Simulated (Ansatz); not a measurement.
This geometry of C2H6BFOSe (12 atoms, charge 0, multiplicity 1) is a first-order saddle point.

Level of theory: Ansatz, RKS B3LYP/def2-SVP.

```xyz
12
Properties=species:S:1:pos:R:3
B -0.195 -2.672 -0.774
Se -0.200 -0.783 -1.432
C -0.506 0.052 0.415
F -1.651 -0.428 0.944
O -0.622 1.397 0.291
C 0.590 2.124 0.198
H 0.846 -3.208 -0.488
H -1.233 -3.276 -0.698
H 0.345 -0.246 1.055
H 1.133 1.879 -0.732
H 0.322 3.188 0.193
H 1.249 1.918 1.061
```

(1) Which two structures does it join? (They come from a converged band through this point; their orientation in space is the band's.)

(2) How far does it lie above each of them?

## Answers

(1) No bond is made or broken. The dihedral H7–B1–Se2–C3 goes from 180 to 0°. The two ends are copies of one structure, up to a mirror image or an exchange of like atoms.

Initial state:

```xyz
12
Properties=species:S:1:pos:R:3
B 0.277 -2.312 -0.738
Se -0.826 -0.899 -1.370
C -1.047 0.175 0.346
F -2.357 0.162 0.671
O -0.679 1.476 0.194
C 0.711 1.736 0.226
H 0.599 -3.153 -1.533
H 0.628 -2.342 0.414
H -0.460 -0.359 1.119
H 1.230 1.268 -0.629
H 0.833 2.825 0.169
H 1.168 1.368 1.164
```

Final state:

```xyz
12
Properties=species:S:1:pos:R:3
B 0.278 -2.310 -0.738
Se -0.828 -0.900 -1.370
C -1.049 0.176 0.347
F -2.358 0.163 0.671
O -0.679 1.476 0.194
C 0.711 1.734 0.226
H 0.630 -2.338 0.414
H 0.602 -3.151 -1.532
H -0.462 -0.359 1.120
H 1.229 1.265 -0.630
H 0.835 2.823 0.169
H 1.168 1.366 1.164
```

(2) 89.5 kJ/mol above the first and 89.5 kJ/mol above the second. This is the barrier of this one path; another mechanism may lie lower.

Time of the run: 12 min on 2 threads of Arm Neoverse V2, on a shared host, peak memory 0.36 GiB.
